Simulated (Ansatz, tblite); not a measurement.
Cost and result up the ladder for the cluster Mg₂S₂⁻ (4 atoms). The state is a doublet with charge -1. Geometry: PBE-D4/def2-TZVPD.

```xyz
4

Mg   -0.3215    1.1733    0.6708
Mg    0.3213   -1.1734   -0.6708
S     0.1224    0.9705   -1.6387
S    -0.1222   -0.9704    1.6388
```

Ansatz on 4 threads of Intel Xeon Platinum 8488C on a shared host; xTB runs through tblite on one thread. Times are rough, summed over both states, and most runs start from the orbitals of an earlier one. ωB97X-V/def2-TZVPD serves as the yardstick here, not as an exact answer. Differences are given only for rows in sets of like size (and for xTB, whose basis is part of the method), since another set adds its own error. The other state is a quartet at its own geometry.

The xTB rows come from tblite. B3LYP takes the VWN-RPA correlation. HSE06 is defined as in plane-wave codes, on full-range PBE exchange. Correlated methods freeze 12 core orbitals; core or outer-core shells of Mg are correlated, in sets that lack core-valence functions. The rows differ in basis, and correlated rows in double-zeta sets carry the largest basis error. In CCSD on the charge -1 quartet the largest single amplitude is 0.20, so its Hartree–Fock determinant may place the open shell otherwise than the density functionals do. The structure comes from a short search, and lower isomers may exist.

Correlated methods converge slowly with the basis, most of all in double-zeta sets.

xTB has no spin-polarisation term.

| level | functions | wall time |
| --- | --- | --- |
| GFN2-xTB | 36 | 0.026 s |
| HF/6-31G | 52 | 1.2 s |
| B3LYP-D4/6-31G | 52 | 2.5 s |
| PBE-D4/def2-TZVPD | 162 | 4.4 s |
| BLYP-D4/def2-TZVPD | 162 | 4.9 s |
| PBE0-D4/def2-TZVPD | 162 | 7.5 s |
| HSE06-D4/def2-TZVPD (with forces) | 162 | 8.1 s |
| RPA@PBE/def2-TZVPD | 162 | 8.3 s |
| MP2/def2-TZVPD | 162 | 9.9 s |
| r2SCAN-D4/def2-TZVPD | 162 | 10 s |
| BHLYP-D4/def2-TZVPD | 162 | 11 s |
| r2SCAN0-D4/def2-TZVPD | 162 | 14 s |
| CCSD(T)/def2-SVPD | 96 | 25 s |
| ωB97X-V/def2-TZVPD | 162 | 32 s |

Estimate what each level gives for the quartet − doublet (eV).


```tsv
level	quartet − doublet (eV)	difference from ωB97X-V/def2-TZVPD (eV)	remarks
GFN2-xTB	2.12	0.44	–
HF/6-31G	0.76	–	spin-contaminated (⟨S²⟩ 0.84) (doublet)
B3LYP-D4/6-31G	1.45	–	–
PBE-D4/def2-TZVPD	1.70	0.01	HOMO above zero (doublet), HOMO above zero (quartet)
BLYP-D4/def2-TZVPD	1.68	0.00	HOMO above zero (doublet), HOMO above zero (quartet)
PBE0-D4/def2-TZVPD	1.68	-0.01	–
HSE06-D4/def2-TZVPD (with forces)	1.70	0.01	–
RPA@PBE/def2-TZVPD	1.60	-0.09	–
MP2/def2-TZVPD	1.97	0.29	–
r2SCAN-D4/def2-TZVPD	1.69	0.00	HOMO above zero (doublet), HOMO above zero (quartet)
BHLYP-D4/def2-TZVPD	1.65	-0.03	–
r2SCAN0-D4/def2-TZVPD	1.67	-0.01	–
CCSD(T)/def2-SVPD	1.59	–	–
ωB97X-V/def2-TZVPD	1.69	0.00	–
```
